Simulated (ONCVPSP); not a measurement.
# Pb, ONCV: configuration errors across variants

```
Element                 : lead (Pb)
Generator               : ONCVPSP 4.0.1
Type                    : optimised norm-conserving Vanderbilt (ONCV)
Functional              : BLYP
Relativity              : scalar-relativistic
Frozen core             : [Kr] 4d10 4f14 5s2
Valence charge          : 20
Reference configuration : 5p6 5d10 6s2 6p1.75 (charge +0.25)
Partial waves           : 6s: rc 2.10 bohr, ncon 4, nbas 7, qcut 3.1 1/bohr, 2 projectors, debl 1.8 Ha; 5p+6p: rc 1.60 bohr, ncon 5, nbas 8, qcut 7.5 1/bohr, 3 projectors, debl 1.7 Ha; 5d: rc 1.25 bohr, ncon 4, nbas 7, qcut 8.8 1/bohr, 2 projectors, debl 0.9 Ha
Local potential         : polynomial inside 1.00 bohr (lpopt 5, dvloc0 1 Ha)
Core correction         : Teter function, fcfact 5.5, rcfact 1.4
```

All-electron excitation energies from the reference (eV): (1) 5p6 5d10 6s2 6p2 -1.040; (2) 5p6 5d10 6s2 6p1 5.497; (3) 5p6 5d10 6s2 6p0 18.992; (4) 5p6 5d9 6s2 6p2 25.892.

A true bound ghost makes a file unfit for plane-wave use even where its test errors are small: the radial tests pick states by their node count and pass the ghost by.

Errors AE − PS in meV (a dash: test not solved or not reliable):

```csv
change,(1),(2),(3),(4),bound ghosts,GHOST(+) flags above zero
base,+0.4,-2.6,-9.8,-21,s,p
p: rc 1.1,+0.4,-2.3,-8.4,-22,"s, p",p
p: rc 1.3,+0.4,-2.4,-8.8,-22,s,none
p: rc 1.54,+0.4,-2.5,-9.6,-21,s,p
p: rc 1.72,+0.4,-2.6,-10,-20,s,none
p: rc 1.88,+0.4,-2.7,-10,-20,s,none
p: rc 2.06,+0.4,-2.7,-11,-19,s,none
p: rc 2.2,+0.5,-2.7,-11,-19,s,none
p: rc 2.34,+0.4,-2.8,-11,-18,s,none
```

Task: Give the same row for: p: rc 1.46.

Result: +0.4, -2.5, -9.4, -21; bound ghosts: s; GHOST(+) flags above zero: p.
